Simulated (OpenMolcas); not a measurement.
**Levels of Sn2+ by method**

- Program: OpenMolcas 26.06
- Basis: ANO-RCC-VTZP [7s6p4d2f1g]
- Scalar Hamiltonian: DKH2, point nucleus
- Active space: 2 electrons in 4 orbitals (5s 5p)
- State averaging: 2S+1 = 3 even, 3 roots; 2S+1 = 1 even, 7 roots; 2S+1 = 3 odd, 3 roots; 2S+1 = 1 odd, 3 roots
- Spin-orbit coupling: state interaction with AMFI integrals over the reference wave functions, term energies averaged over their components

Methods on the same reference wave functions:
A. CASSCF
B. SS-CASPT2, IPEA 0.25 Eh, imaginary shift 0.1 Eh (closed shells correlated: 4d)
C. MS-CASPT2, IPEA 0.25 Eh, imaginary shift 0.1 Eh (closed shells correlated: 4d)

Energies in cm⁻¹ above 5s² ¹S₀, the measured ground level; measured values from Moore, Atomic Energy Levels, vol. III, NSRDS-NBS 35 (1971 reprint of NBS Circular 467, 1958).

| Level | A | B | C | Measured |
| --- | --- | --- | --- | --- |
| 5s² ¹S₀ | 0.0 | 0.0 | 0.0 | 0.0 |
| 5s 5p ³P°₀ | 48732 | 53320 | 53910 | 53548 |
| 5s 5p ³P°₁ | 50204 | 54750 | 55330 | 55196 |
| 5s 5p ³P°₂ | 53464 | 58050 | 58640 | 59229 |
| 5s 5p ¹P°₁ | 85113 | 78790 | 79380 | 79911 |
| 5p² ³P₀ | 123604 | 127700 | 128290 | 127308 |
| 5p² ³P₁ | 125636 | 129940 | 130520 | 130120 |
| 5p² ³P₂ [57 %] | 128110 | 131110 | 131700 | 134567 |
| 5p² ¹D₂ [57 %] | 137063 | 135410 | 136000 | 128205 |
| 5p² ¹S₀ | 156831 | 152060 | 153230 |  |

Deviations, from unrounded energies. A percentage is the sum of absolute deviations over the sum of measured energies, with the sign that they share, or ± where signs differ.

```
           Against measurement  Levels     A     B     C
mean absolute deviation (cm-1)       8  5500  1800  1700
      other configurations (%)       8  ±5.8  ±1.8  ±1.8
```

B, C lie about equally close to measurement and A furthest from it. The largest miss of C in the table is 5p² ¹D₂ [57 %], by +7800 cm-1. The ranking rests on the paired levels alone, and a cruder setting can come out closer through cancelling errors.

Between B and C the level of the table that moves most is 5p² ¹S₀, by 1200 cm-1 (lowest in B, highest in C). Moves below CASPT2's spread within the term are not significant.

The mean deviations of B to C differ by less than CASPT2's widest spread within a term (810 cm-1), so their order carries little weight.

The lowest spin-free term lies below A's lowest term by 0.413 hartree in B, 0.416 hartree in C.

Term energies are means over components that CASPT2 splits; among the terms shown or strongly mixed into the levels shown the widest spread is 810 cm-1 (5p² ¹D, C). Over all roots computed the reference weight is 0.88 to 0.94 in B, 0.88 to 0.94 in C; the roots of lowest weight are the least certain, and an intruder state may touch them. Some levels mix across a computed gap that differs much from the measured one, so their mixing is not that of the real levels. The ¹D term of p² mixes with s d, which this space lacks. Computed and measured levels are paired by configuration, term and J; levels that our copy of the source lacks, or whose pairing is in doubt (as where it misses far off the trend of its configuration), stay unpaired and out of the deviations. Levels of configurations outside the active space are missing.

A share in square brackets marks a mixed level and gives the weight of the term that names it, the lowest over the columns. ° marks odd parity.
